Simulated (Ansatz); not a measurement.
System: CH5OSi, charge 0, doublet. CH5OSi (SMILES [O]C[SiH3], doublet).
B3LYP-D3(BJ)/def2-TZVP minimum from Ansatz (a quantum-chemistry and plane-wave program):
```xyz
8

O      1.5855    -0.2563    -0.1992
C      0.5696     0.4338    -0.6920
Si    -0.9344    -0.1120     0.4277
H      0.6191     1.5295    -0.5596
H      0.2533     0.1652    -1.7159
H     -0.6469     0.2543     1.8273
H     -1.1351    -1.5662     0.2844
H     -2.1106     0.6331    -0.0793
```
Charge 0, spin multiplicity 2.

Atomisation energy term by term, kcal/mol (programs: Ansatz). Radicals and triplets start from unrestricted determinants; spin-orbit coupling is neglected. Correlated methods leave the cores frozen. Rows without X2C or -DK are non-relativistic. CBS(X,Y): correlation extrapolated as X^-3, Hartree-Fock from the larger set. A bracket is a step between two methods taken in the basis named. 'core' is core correlation in cc-pwCVTZ (1s frozen past Ne), 'X2C' scalar relativity in cc-pVTZ-DK, both at CCSD(T). For partners of very few electrons the exact lower level stands in for a higher one.

```csv
term,basis,kcal/mol
Hartree-Fock,cc-pV(Q+d)Z,451.54
CCSD correlation,"CBS(cc-pV(T+d)Z,cc-pV(Q+d)Z)",154.66
(T),"CBS(cc-pV(T+d)Z,cc-pV(Q+d)Z)",8.49
CCSDT(Q) - CCSD(T),cc-pV(D+d)Z,0.66
core correlation,cc-pwCVTZ,1.11
scalar relativity,"X2C, cc-pVTZ-DK",-0.99
sum: De,,615.5
```
